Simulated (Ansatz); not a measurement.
Ansatz results at the PBE0-D4/def2-TZVP geometry: LUMO energy (ωB97M-V/def2-TZVPP) -0.94 eV; size of the dipole moment (ωB97M-V/def2-TZVPP) 2.51 D; LUMO energy (PBE/def2-TZVPP) -3.95 eV.

Which molecule gave them?
A. `C[Se]BF`
B. `CCBS`
C. `N#CB(Cl)Cl`
D. `COB(N)F`

C. The others give `C[Se]BF`: 1.28, 2.14, -1.57; `CCBS`: 1.15, 1.30, -1.77; `COB(N)F`: 2.19, 0.78, 0.14.
